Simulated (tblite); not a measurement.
Species: C5H14N2Si2.
Structure used (GFN2-xTB), in Å, numbered top down from 1:
```
atom  x, y, z in Å
C1    -2.1279    1.6390   -0.0831
Si2   -1.4290    0.0523    0.6774
N3    -1.9962   -1.3331   -0.1510
C4    -1.0631   -2.4069   -0.4239
Si5    0.6886   -1.6626   -0.3896
N6     0.2788   -0.1757    0.3719
C7     1.1892    0.8816    0.6340
C8     2.6614    0.7251    0.4284
C9     1.8692    1.6110   -0.4901
H10   -3.1831    1.7464    0.1436
H11   -1.6174    2.5088    0.3162
H12   -2.0157    1.6531   -1.1628
H13   -1.5942    0.0733    2.1469
H14   -2.9569   -1.6286   -0.0858
H15   -1.2962   -2.8509   -1.3950
H16   -1.1547   -3.2095    0.3165
H17    1.5924   -2.4797    0.4326
H18    1.2383   -1.5111   -1.7459
H19    0.8780    1.4873    1.4790
H20    3.0182   -0.2127    0.0348
H21    3.3326    1.1874    1.1370
H22    1.6857    1.2520   -1.4901
H23    1.9971    2.6804   -0.4179
```

Level: GFN2-xTB in tblite, geometry and Hessian alike; calculated harmonic values, unscaled, isolated species. The method is semi-empirical: single wavenumbers can be off by several per cent or more. Modes of hydrogen on silicon can be 10 to 20 % off. One conformer, not necessarily the lowest.

Harmonic wavenumbers (cm⁻¹): 38.8, 61.4, 96.7, 108.3, 123.0, 146.9, 187.7, 229.4, 292.1, 393.7, 400.1, 416.9, 498.2, 515.0, 544.3, 569.3, 618.2, 678.4, 687.1, 750.4, 768.9, 792.4, 794.7, 797.1, 810.3, 827.4, 846.2, 888.0, 942.9, 951.2, 976.2, 1043.6, 1060.0, 1085.8, 1099.5, 1139.7, 1155.0, 1172.3, 1193.6, 1226.0, 1287.0, 1359.2, 1372.1, 1378.3, 1427.9, 1479.6, 1484.9, 1493.2, 1502.5, 2121.4, 2174.6, 2209.8, 2881.6, 2939.8, 2999.9, 3042.4, 3053.2, 3056.1, 3079.0, 3084.4, 3105.6, 3119.2, 3456.5.

A = 1611, B = 1067, C = 716.0 MHz; mass 158.070 u (most abundant isotopes); point group C1, symmetry number 1.

Question: What is the zero-point energy?

Answer: Half the sum of the wavenumbers: 40017 cm⁻¹ = 114.42 kcal/mol.

Question: Entropy at 273.15 K, 1 bar (ideal gas, RRHO, classical rotation)?

Answer: Translation 40.67, rotation 29.69, vibration 33.73: S = 104.1 cal/(mol K).

Question: And Cp and H(273.15 K) − H(0)?

Answer: Cp = 43.65 cal/(mol K), of which vibrations give 35.70 (their classical limit is 63 R = 125.2); H(273.15 K) − H(0) = 7.01 kcal/mol without the zero-point energy, 4.84 from vibrations.

Question: How do the functions run with temperature in this model?

Answer: 
```tsv
T (K)	S (cal/(mol K))	Cp (cal/(mol K))	H − H(0) (kcal/mol)	G − H(0) (kcal/mol)	ln q(vib)
50	61.2	15.0	0.54	-2.52	0.74
100	73.7	21.4	1.46	-5.91	2.35
298.15	108.1	47.1	8.15	-24.07	8.87
373.15	119.7	56.9	12.05	-32.62	11.33
500	138.3	70.6	20.17	-49.00	15.49
750	170.8	89.1	40.33	-87.76	23.43
1000	198.2	101.0	64.19	-133.97	30.82
```

q(vib) and H(0) count from the zero-point level.

Question: What must be added to the electronic energy to get the Gibbs energy at 273.15 K and 1 bar?

Answer: ZPE + [H(273.15 K) − H(0)] − T·S = 114.42 + 7.01 − 28.43 = 93.00 kcal/mol.

Hindered rotation and anharmonicity are outside this model. Other conformers, if any are populated, would add a mixing term that is left out. The structure is chiral; the term R ln 2 for an equal mix with its mirror image is left out.
